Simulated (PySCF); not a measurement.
Calculated properties of `BCBN[SiH3]`

Species: CH9B2NSi.
Structure used (PBE0-D3(BJ)/def2-SVP), in Å, numbered top down from 1:
```
atom  x, y, z in Å
B1    -2.336    0.156    0.170
C2    -1.500   -0.556    1.257
B3    -0.070    0.094    1.008
N4     0.788   -0.364   -0.006
Si5    2.376    0.314   -0.359
H6    -2.469   -0.342   -0.927
H7    -2.805    1.257    0.358
H8    -1.434   -1.645    1.105
H9    -1.813   -0.302    2.281
H10    0.305    1.042    1.667
H11    0.472   -1.141   -0.580
H12    2.919   -0.423   -1.539
H13    2.274    1.765   -0.686
H14    3.301    0.145    0.799
```

Among its groups: Si–H bond and three-coordinate boron.

PBE0-D3(BJ)/def2-SVP geometry optimisation, gas phase (PySCF):

```yaml
Point_group: C1
Rotational_constants_A_B_C: 12.030, 1.577, 1.523 GHz
```

**CAM-B3LYP/def2-SVPD ground state, ΔSCF and vertical TDDFT (core frozen in the response) (PySCF)**

```yaml
Dipole_moment: 1.38 D
HOMO_energy: -9.67 eV
LUMO_energy: -0.41 eV
HOMO–LUMO_gap: 9.26 eV
Lowest_singlet_excitation: 5.69 eV (218 nm, f = 0.035)
Strongest_line_among_the_10_lowest_singlet_transitions: S4 at 7.08 eV (175 nm, f = 0.081)
Lowest_triplet_excitation_Tamm–Dancoff: 5.01 eV
Static_isotropic_polarisability: 77.0 au
Vertical_ionisation_energy: 10.38 eV
Electronic_spatial_extent_⟨r²⟩_about_the_centre_of_nuclear_charge: 823 bohr²
```

From CAM-B3LYP/pcSseg-2 ground state and GIAO shieldings, non-relativistic (PySCF):

```yaml
13C_chemical_shifts_computed_TMS_as_zero_by_class: 47.2 (C2) ppm
1H_chemical_shifts_computed_TMS_as_zero_by_class: 7.31 (H6/H7), 5.29 (H10), 4.60 (H12/H13/H14), 3.95 (H11), 2.82 (H8/H9) ppm
Isotropic_shieldings_of_nuclei_other_than_C_and_H_by_class: 10 (B1), 48 (B3), 143 (N4), 386 (Si5) ppm
```

Monoisotopic mass (most abundant isotopes): 85.0690 u.

The principal polarisabilities are 67.7, 72.0 and 91.3 au; their mean is the isotropic value. In wavenumbers S1 is 45900 cm⁻¹ (1 eV = 8065.54 cm⁻¹). The ΔSCF ionisation energy exceeds −ε(HOMO) by 0.71 eV with CAM-B3LYP. A dipole of 1.38 D is allowed in C1, and pure rotational transitions are dipole-allowed. The dipole matches unit charges of opposite sign 0.29 Å apart (1 e·Å = 4.8032 D).

 NMR classes are plain means over equivalent atoms (diastereotopic ones count apart unless rotation or inversion swaps them), as if these changed places fast; in this geometry the members of some classes differ.

For the TDDFT job (CAM-B3LYP/def2-SVPD), on Arm Neoverse N1, one thread, shared host with 64 logical CPUs at a one-minute load of 61, this took 4.5 min of wall time and 0.98 GiB of memory at its peak.

One conformer stands for the species.
